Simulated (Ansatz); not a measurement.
Isolated molecules relaxed with PBE0-D4/def2-TZVP in Ansatz; ΔE leaves out vibrations. CCSD(T)/CBS is the MP2 limit (def2-TZVPP, def2-QZVPP) plus CCSD(T) − MP2 in def2-TZVPP, frozen cores. Functionals use def2-TZVPP. B3LYP here is the variant with VWN-RPA as its local correlation; programs differ in this. HSE06 is defined as in plane-wave codes. For Ga, Se outer-core shells are correlated without core-valence functions, which leaves a few kJ/mol of doubt a bond. Scalar relativity is left out up to krypton. One conformer a species, not always the lowest.

`[OH][GaH][GaH2]` + H₂Se → `[OH][GaH][SeH]` + `[GaH3]`  (cleavage of the Ga–Ga bond)

```
             level  ΔE (kJ/mol)  difference from CCSD(T)/CBS
       LDA (SPW92)        -60.2                          4.0
         revPBE-D4        -59.7                          4.5
           BLYP-D4        -57.4                          6.8
         r2SCAN-D4        -67.9                         -3.7
            B97M-V        -69.8                         -5.6
           PBE0-D4        -63.5                          0.7
          B3LYP-D4        -61.4                          2.8
        r2SCANh-D4        -68.7                         -4.5
        r2SCAN0-D4        -69.9                         -5.7
          BHLYP-D4        -67.1                         -2.9
      CAM-B3LYP-D4        -64.0                          0.2
           ωB97X-V        -67.0                         -2.8
            B2PLYP        -65.6                         -1.4
          PBE-QIDH        -70.6                         -6.4
               PBE        -57.4                          6.8
            revPBE        -56.8                          7.4
              BLYP        -55.2                          9.0
              PBE0        -62.8                          1.4
           r2SCANh        -68.6                         -4.4
           r2SCAN0        -69.7                         -5.5
             HSE06        -63.1                          1.1
             BHLYP        -66.6                         -2.4
         CAM-B3LYP        -63.4                          0.8
           LC-ωPBE        -66.4                         -2.2
RPA@PBE/def2-TZVPP        -61.4                          2.8
       HF/def2-SVP        -76.1                        -11.9
      MP2/def2-SVP        -76.3                        -12.1
     CCSD/def2-SVP        -67.1                         -2.9
  CCSD(T)/def2-SVP        -67.2                         -3.0
     HF/def2-TZVPP        -76.4                        -12.2
    MP2/def2-TZVPP        -73.5                         -9.3
SCS-MP2/def2-TZVPP        -71.0                         -6.8
   CCSD/def2-TZVPP        -65.5                         -1.3
CCSD(T)/def2-TZVPP        -66.0                         -1.8
     HF/def2-QZVPP        -76.3                        -12.1
    MP2/def2-QZVPP        -72.4                         -8.2
SCS-MP2/def2-QZVPP        -70.5                         -6.3
      HF/CBS(def2)        -76.2                        -12.0
     MP2/CBS(def2)        -71.7                         -7.5
    CCSD/CBS(def2)        -63.8                          0.4
       CCSD(T)/CBS        -64.2                            0
```

Largest T1 diagnostic among the species: 0.015.

Leaving LDA and LC-ωPBE aside and taking each functional with its dispersion term where it has one, the values spread over 13.2 kJ/mol, from PBE-QIDH to BLYP-D4. At CCSD(T), def2-SVP lies −3.0 kJ/mol from the extrapolated value and def2-TZVPP −1.8 kJ/mol.
